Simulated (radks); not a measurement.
Values are calculated unless marked as measured or tabulated.
Neutral osmium inside a hard spherical wall (all orbitals vanish at R), configuration held at [Xe] 4f14 5d6 6s2 and not refilled when levels cross. Code: a radial shooting solver on a logarithmic mesh with Libxc functionals. Model: scalar-relativistic Kohn-Sham, LDA (Slater exchange, Perdew-Wang correlation), spin-unpolarised, spherical densities, point nucleus. Eigenvalues in eV, with the zero of energy where the potential of the charges vanishes at infinity; a dash marks a level that is unbound or too diffuse for the functional's potential to be trusted. A positive occupied level is held by the wall or, in an anion where self-interaction has pushed it up, behind a barrier. The pressure on the wall is -dE/dV.

R (bohr)  E (hartree)  kinetic (hartree)    e(4f)    e(5p)   e(5d)   e(6s)  e(6p, empty)  e(7s, empty)  pressure (GPa)
free      -17244.0169          19112.528  -52.295  -51.055  -6.462  -6.379        -1.393        -0.020               0
20        -17244.0169          19112.528  -52.295  -51.055  -6.462  -6.379        -1.393         0.105        < 0.0001
15        -17244.0169          19112.528  -52.295  -51.055  -6.462  -6.379        -1.390         0.338        < 0.0001
12        -17244.0169          19112.528  -52.294  -51.053  -6.460  -6.378        -1.368         0.806        0.000232
10        -17244.0167          19112.530  -52.282  -51.041  -6.449  -6.368        -1.292         1.636         0.00501
4         -17243.5102          19115.063  -45.110  -44.453  -0.317   1.599        11.703        44.991             108
3         -17241.6042          19122.712  -32.541  -33.819  11.214  21.360        38.835        112.70            1070
2         -17226.8371          19176.497   12.980    6.351  62.242  129.51        168.92        382.89           23200
